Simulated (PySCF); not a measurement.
Al(F)(SH)2 (AlFH2S2), SMILES [F][Al]([SH])[SH].

Geometry optimised at B3LYP-D3(BJ)/def2-SVP. The values are those of a single conformer.

These are PBE0/def2-TZVPD (PySCF) values and carry that method's errors.

Symmetry labels are those of the subgroup Cs that the program uses (full group Cs).

Computed valence orbital energies around the gap with their symmetry:
```tsv
orbital	symmetry	energy (eV)
HOMO−7	A'	-12.14
HOMO−6	A'	-12.09
HOMO−5	A"	-11.86
HOMO−4	A'	-11.57
HOMO−3	A'	-10.21
HOMO−2	A'	-9.12
HOMO−1	A"	-8.44
HOMO	A"	-7.95
LUMO	A'	-1.17
LUMO+1	A"	-0.58
LUMO+2	A'	-0.35
LUMO+3	A'	0.00
```
